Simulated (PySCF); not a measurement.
trifluoro(methoxy)methane (C2H3F3O), SMILES COC(F)(F)F.

Geometry optimised at PBE0-D3(BJ)/def2-SVP.

Method: PBE/def2-TZVP (PySCF).

Symmetry labels are those of the subgroup Cs that the program uses (full group Cs).

### Question
List the valence orbital energies around the gap with their symmetry. (An estimate is asked for; the answer gives what the named calculation found.)

### Answer

```csv
orbital,symmetry,energy (eV)
HOMO−7,A',-11.26
HOMO−6,A",-11.10
HOMO−5,A',-10.93
HOMO−4,A",-10.07
HOMO−3,A',-10.05
HOMO−2,A",-9.65
HOMO−1,A',-8.92
HOMO,A",-7.66
LUMO,A',0.66
LUMO+1,A',1.15
LUMO+2,A',1.99
LUMO+3,A",2.05
```
